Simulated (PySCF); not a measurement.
**How methods differ on the ionisation energy of As**

As [Ar] 3d10 4s2 4p3 (4S) → As⁺ [Ar] 3d10 4s2 4p2 (3P), as a difference of total energies. Calculation: PySCF 2.14, in cc-pVTZ-PP with ECP10MDF; scalar relativity through the core potential. Correlated levels: valence: 3s2 3p6 3d10 frozen. The calculations carry no spin-orbit coupling.

| method | ionisation energy (eV) | error (eV) |
| --- | --- | --- |
| UHF | 9.424 | -0.584 |
| r2SCAN | 10.073 | +0.065 |
| M06-L | 9.580 | -0.428 |
| MP2 (valence) | 9.897 | -0.111 |
| SCS-MP2 (valence) | 9.751 | -0.257 |
| CCSD (valence) | 9.863 | -0.145 |
| CCSD(T) (valence) | 9.895 | -0.113 |

Reference: 10.008 eV (measured; NIST levels, between the centres of gravity of the two terms).

Errors of the correlated levels include the incompleteness of this basis and the frozen core.
